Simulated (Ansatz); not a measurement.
Molecule (SMILES): [C](F)F (closed-shell singlet).
Geometry (B3LYP-D3(BJ)/def2-TZVP, fixed):
```xyz
3

F     -1.0201    -0.2528     0.0305
C     -0.0313     0.5961     0.0011
F      1.0410    -0.1446    -0.0312
```

Basis-set convergence of the dipole moment at PBE0 with Ansatz (an electronic-structure program). Dipoles come from the density behind the forces; the sign is taken along the dipole that this method gives in the largest set. Cartesian d functions, on some or all atoms, in 6-31G**, 6-31+G*; all else is spherical. The program fits the integrals of some runs and decomposes those of others, by size. No added dispersion term, no relativity. Reference: the value in aug-pcseg-3, 0.611 D. Deviations are taken from unrounded values.

```json
[
 {"basis": "STO-3G", "functions": "15", "dipole moment (D)": "1.209", "minus reference (D)": "0.598"},
 {"basis": "3-21G", "functions": "27", "dipole moment (D)": "0.702", "minus reference (D)": "0.091"},
 {"basis": "6-31G", "functions": "27", "dipole moment (D)": "0.503", "minus reference (D)": "-0.108"},
 {"basis": "pcseg-0", "functions": "27", "dipole moment (D)": "0.607", "minus reference (D)": "-0.003"},
 {"basis": "pcseg-1", "functions": "42", "dipole moment (D)": "0.571", "minus reference (D)": "-0.040"},
 {"basis": "6-31G**", "functions": "45", "dipole moment (D)": "0.688", "minus reference (D)": "0.078"},
 {"basis": "6-311G**", "functions": "54", "dipole moment (D)": "0.642", "minus reference (D)": "0.032"},
 {"basis": "6-31+G*", "functions": "57", "dipole moment (D)": "0.565", "minus reference (D)": "-0.045"},
 {"basis": "6-311+G**", "functions": "66", "dipole moment (D)": "0.558", "minus reference (D)": "-0.053"},
 {"basis": "6-311++G(2d,2p)", "functions": "81", "dipole moment (D)": "0.601", "minus reference (D)": "-0.010"},
 {"basis": "pcseg-2", "functions": "90", "dipole moment (D)": "0.625", "minus reference (D)": "0.014"},
 {"basis": "6-311++G(3df,3pd)", "functions": "117", "dipole moment (D)": "0.595", "minus reference (D)": "-0.015"},
 {"basis": "pcseg-3", "functions": "180", "dipole moment (D)": "0.609", "minus reference (D)": "-0.002"}
]
```

The smallest set listed that lies within 0.02 D of the reference with all its larger relatives (same family, alike in diffuse functions; a set with none counts only in the reference's own line) is 6-311++G(2d,2p) (81 functions, -0.010 D off). Inside the window by cancellation, since a larger relative falls out: pcseg-0.
